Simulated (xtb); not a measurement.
C2H6Zn (SMILES [CH3][Zn][CH3]), singlet, geometry from GFN2-xTB (such geometries of metal compounds can be far from the true shape); GFN2-xTB (xtb).

Here is a job for xtb.
```
$ xtb mol.xyz --gfn 2 --hess --json

# file mol.xyz
9

Zn    -0.00000000     0.00000000    -0.00000000
C      1.58168783     0.22714311    -1.27171747
H      2.29051525    -0.59164379    -1.18304619
H      2.12813446     1.14546039    -1.07473949
H      1.26208980     0.26198332    -2.30967418
C     -1.58168783    -0.22714311     1.27171747
H     -2.12813446    -1.14546039     1.07473949
H     -2.29051525     0.59164379     1.18304619
H     -1.26208980    -0.26198332     2.30967418
```

It wrote (shortened):

```
   ID    Z sym.   atoms
    1   30 Zn     1
    2    6 C      2, 6
    3    1 H      3-5, 7-9

           -------------------------------------------------
          |                Calculation Setup                |
           -------------------------------------------------

           -------------------------------------------------
          |                 G F N 2 - x T B                 |
           -------------------------------------------------

          ...................................................
          :                      SETUP                      :
          :.................................................:
          :  # basis functions                  18          :
          :  # atomic orbitals                  18          :
          :  # shells                           12          :
          :  # electrons                        16          :
          :  max. iterations                   250          :
          :  Hamiltonian                  GFN2-xTB          :
          :  restarted?                      false          :
          :  GBSA solvation                  false          :
          :  PC potential                    false          :
          :  electronic temp.          300.0000000     K    :
          :  accuracy                    1.0000000          :
          :  -> integral cutoff          0.2500000E+02      :
          :  -> integral neglect         0.1000000E-07      :
          :  -> SCF convergence          0.1000000E-05 Eh   :
          :  -> wf. convergence          0.1000000E-03 e    :
          :  Broyden damping             0.4000000          :
          :  net charge                          0          :
          :  unpaired electrons                  0          :
          ...................................................

 iter      E             dE          RMSdq      gap      omega  full diag
   1     -7.8866370 -0.788664E+01  0.996E+00    4.65       0.0  T
   2     -7.9014113 -0.147743E-01  0.341E+00    5.23       1.0  T
   3     -7.8827343  0.186771E-01  0.356E+00    4.30       1.0  T
   4     -7.9336983 -0.509640E-01  0.542E-01    4.62       1.0  T
   5     -7.9344970 -0.798720E-03  0.109E-01    4.72       1.0  T
   6     -7.9346048 -0.107744E-03  0.525E-02    4.69       1.0  T
   7     -7.9346148 -0.100213E-04  0.149E-02    4.69       2.2  T
   8     -7.9346149 -0.943904E-07  0.959E-03    4.69       3.5  T
   9     -7.9346149  0.176880E-07  0.181E-03    4.69      18.5  T
  10     -7.9346149 -0.333777E-07  0.259E-04    4.69     128.5  T
  11     -7.9346149 -0.462763E-09  0.328E-05    4.69    1017.1  T

   *** convergence criteria satisfied after 11 iterations ***

         :::::::::::::::::::::::::::::::::::::::::::::::::::::
         ::                     SUMMARY                     ::
         :::::::::::::::::::::::::::::::::::::::::::::::::::::
         :: total energy              -7.825054398756 Eh    ::
         :: gradient norm              0.000057898835 Eh/a0 ::
         :: HOMO-LUMO gap              4.691935587330 eV    ::
         ::.................................................::
         :: SCC energy                -7.934613417387 Eh    ::
         :: -> isotropic ES            0.035934609324 Eh    ::
         :: -> anisotropic ES          0.003233865424 Eh    ::
         :: -> anisotropic XC          0.005595840694 Eh    ::
         :: -> dispersion             -0.002934040964 Eh    ::
         :: repulsion energy           0.109559018632 Eh    ::
         :: add. restraining           0.000000000000 Eh    ::
         :: total charge              -0.000000000000 e     ::
         :::::::::::::::::::::::::::::::::::::::::::::::::::::

           -------------------------------------------------
          |                Numerical Hessian                |
           -------------------------------------------------
step length          :   0.00500
SCC accuracy         :   0.30000
Hessian scale factor :   1.00000
frozen atoms in %    :   0.00000    0
RMS gradient         :   0.00006
estimated CPU  time      0.00 min

writing file <hessian>.

 projected vibrational frequencies (cm⁻¹)
eigval :       -0.00    -0.00    -0.00    -0.00     0.00     0.00
eigval :      -16.38    59.10    59.12   375.76   450.25   545.39
eigval :      545.43   622.49   622.51  1278.93  1295.44  1503.12
eigval :     1503.18  1503.32  1503.38  3019.09  3019.21  3021.47
eigval :     3021.61  3028.72  3030.90
           -------------------------------------------------
          |                Property Printout                |
           -------------------------------------------------

    * Orbital Energies and Occupations

         #    Occupation            Energy/Eh            Energy/eV
      -------------------------------------------------------------
         1        2.0000           -0.5625004             -15.3064
         2        2.0000           -0.5607266             -15.2581
         3        2.0000           -0.4551724             -12.3859
         4        2.0000           -0.4535333             -12.3413
         5        2.0000           -0.4535333             -12.3413
         6        2.0000           -0.4503334             -12.2542
         7        2.0000           -0.4503334             -12.2542
         8        2.0000           -0.3528696              -9.6021 (HOMO)
         9                         -0.1804444              -4.9101 (LUMO)
        10                         -0.0691357              -1.8813
        11                         -0.0691357              -1.8813
        12                          0.1604927               4.3672
        13                          0.2207660               6.0073
        14                          0.2280425               6.2054
        15                          0.2280425               6.2054
        16                          0.2283127               6.2127
        17                          0.2283127               6.2127
[...]
Writing topology from bond orders to xtbtopo.mol

molecular dipole:
                 x           y           z       tot (Debye)
 q only:        0.000       0.000      -0.000
   full:        0.000       0.000      -0.000       0.000
molecular quadrupole (traceless):
                xx          xy          yy          xz          yz          zz
 q only:       -1.088      -0.352       1.310       1.968       0.283      -0.222
  q+dip:       -0.423      -0.137       0.510       0.766       0.110      -0.086
   full:       -1.308      -0.423       1.575       2.366       0.340      -0.267

           -------------------------------------------------
          |               Frequency Printout                |
           -------------------------------------------------
 projected vibrational frequencies (cm⁻¹)
eigval :       -0.00    -0.00    -0.00    -0.00     0.00     0.00
eigval :      -16.38    59.10    59.12   375.76   450.25   545.39
eigval :      545.43   622.49   622.51  1278.93  1295.44  1503.12
eigval :     1503.18  1503.32  1503.38  3019.09  3019.21  3021.47
eigval :     3021.61  3028.72  3030.90
 reduced masses (amu)
   1: 27.21   2: 10.43   3: 45.11   4: 32.57   5: 44.08   6:  3.03   7:  1.01   8: 24.60
Molecule has the following symmetry elements: (i) (C3) 3*(C2) (S6) 3*(sigma)
It seems to be the D3d point group
   9: 24.60  10: 10.11  11: 27.31  12:  2.48  13:  2.48  14:  4.33  15:  4.33  16:  2.65
  17:  2.96  18:  1.69  19:  1.69  20:  1.66  21:  1.66  22:  1.95  23:  1.95  24:  1.95
  25:  1.95  26:  1.27  27:  1.27
 IR intensities (km·mol⁻¹)
   1:  0.00   2:  0.00   3:  0.00   4:  0.00   5:  0.00   6:  0.00   7:  0.00   8:  1.45
   9:  1.47  10:  0.00  11:112.43  12:  0.00  13:  0.00  14:157.14  15:156.79  16:  0.00
  17:  2.38  18:  0.00  19:  0.00  20:  0.85  21:  0.84  22:108.72  23:108.36  24:  0.00
  25:  0.00  26: 73.52  27:  0.00
 Raman intensities (Ä⁴*amu⁻¹)
   1:  0.00   2:  0.00   3:  0.00   4:  0.00   5:  0.00   6:  0.00   7:  0.00   8:  0.00
   9:  0.00  10:  0.00  11:  0.00  12:  0.00  13:  0.00  14:  0.00  15:  0.00  16:  0.00
  17:  0.00  18:  0.00  19:  0.00  20:  0.00  21:  0.00  22:  0.00  23:  0.00  24:  0.00
  25:  0.00  26:  0.00  27:  0.00
 output can be read by thermo (or use thermo option).
 writing <g98.out> molden fake output.
 recommended (thermochemical) frequency scaling factor: 1.0
           -------------------------------------------------
          |             Thermodynamic Functions             |
           -------------------------------------------------

d3d symmetry found (for desy threshold:  0.10E+00) used in thermo
 inverting freq            1   16.376444737939909

          ...................................................
          :                      SETUP                      :
          :.................................................:
          :  # frequencies                          21      :
          :  # imaginary freq.                       0      :
          :  linear?                             false      :
          :  only rotor calc.                    false      :
          :  symmetry                              d3d      :
          :  rotational number                       6      :
          :  scaling factor                  1.0000000      :
          :  rotor cutoff                   50.0000000 cm⁻¹ :
          :  imag. cutoff                  -20.0000000 cm⁻¹ :
          :.................................................:

    mode    ω/cm⁻¹     T·S(HO)/kcal·mol⁻¹    T·S(FR)/kcal·mol⁻¹   T·S(vib)
   ------------------------------------------------------------------------
       1     16.38    -2.09634 (  1.14%)    -1.38402 ( 98.86%)    -1.39212
       2     59.10    -1.33776 ( 66.13%)    -1.00611 ( 33.87%)    -1.22543
       3     59.12    -1.33761 ( 66.15%)    -1.00603 ( 33.85%)    -1.22538
   ------------------------------------------------------------------------

   temp. (K)  partition function   enthalpy   heat capacity  entropy
                                   cal/mol     cal/K/mol   cal/K/mol   J/K/mol
 298.15  VIB   373.                 2422.717     12.046     16.778
         ROT  0.441E+04              888.752      2.981     19.655
         INT  0.164E+07             3311.470     15.027     36.433
         TR   0.902E+27             1481.254      4.968     39.561
         TOT                        4792.7237    19.9947    75.9944   317.9605

       T/K    H(0)-H(T)+PV         H(T)/Eh          T*S/Eh         G(T)/Eh
   ------------------------------------------------------------------------
    298.15    0.763769E-02    0.760392E-01    0.361074E-01    0.399318E-01
   ------------------------------------------------------------------------

         :::::::::::::::::::::::::::::::::::::::::::::::::::::
         ::                  THERMODYNAMIC                  ::
         :::::::::::::::::::::::::::::::::::::::::::::::::::::
         :: total free energy          -7.785122578763 Eh   ::
         ::.................................................::
         :: total energy               -7.825054398767 Eh   ::
         :: zero point energy           0.068401513155 Eh   ::
         :: G(RRHO) w/o ZPVE           -0.028469693151 Eh   ::
         :: G(RRHO) contrib.            0.039931820004 Eh   ::
         :::::::::::::::::::::::::::::::::::::::::::::::::::::
imag cut-off (cm-1) :    5.00
 found            1  significant imaginary frequency
 writing imag mode distorted coords to xtbhess.xyz
 for further optimization.

           -------------------------------------------------
          | TOTAL ENERGY               -7.825054398767 Eh   |
          | TOTAL ENTHALPY             -7.749015194189 Eh   |
          | TOTAL FREE ENERGY          -7.785122578763 Eh   |
          | GRADIENT NORM               0.000057834043 Eh/α |
          | HOMO-LUMO GAP               4.691929455789 eV   |
           -------------------------------------------------

normal termination of xtb
```
